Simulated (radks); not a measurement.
Results of a calculation; reference values are marked as such.
Task: Excited configurations of neutral praseodymium: one electron is placed in a higher orbital outside [Xe] 4f3 6s1. The ground configuration is [Xe] 4f3 6s2. Level of theory: scalar-relativistic Kohn-Sham, PBE, spin-polarised, spherical densities, point nucleus; open shells are filled with parallel spins first (spin-orbit coupling, left out, can overturn this in heavy ions) (a radial shooting solver on a logarithmic mesh with Libxc functionals). Excitation = E - E(ground); binding = E(ion) - E, where the ion is the core of charge +1; n* = 1/sqrt(2 binding) in atomic units, and the quantum defect is n - n*.

| outer orbital | excitation (eV) | binding (eV) | n* | quantum defect | eigenvalue (eV) | <r> (bohr) |
|---|---|---|---|---|---|---|
| 5f | 4.429 | 0.990 | 3.706 | 1.294 | -0.467 | 16.04 |
| 6p | 1.697 | 3.723 | 1.912 | 4.088 | -2.029 | 5.712 |
| 6d | 3.850 | 1.570 | 2.944 | 3.056 | -0.791 | 11.23 |
| 6f | 4.707 | 0.713 | 4.370 | 1.630 | -0.401 | 26.91 |
| 7d | 4.418 | 1.002 | 3.686 | 3.314 | -0.591 | 20.48 |
| 7f | 4.891 | 0.529 | 5.074 | 1.926 | -0.333 | 39.65 |

Estimate the row for 7s.

Result: excitation (eV) 3.241; binding (eV) 2.178; n* 2.499; quantum defect 4.501; eigenvalue (eV) -1.349; <r> (bohr) 10.29. The Delta-SCF ionisation energy is 5.420 eV (NIST Atomic Spectra Database: 5.470 eV, semi-empirical). Self-interaction in the functional shifts the binding energies and quantum defects, so they are the method's values and not measured ones. Open shells are spherical and high-spin; term and fine-structure splittings are not resolved. Spin-orbit splitting is averaged out at the scalar-relativistic level.
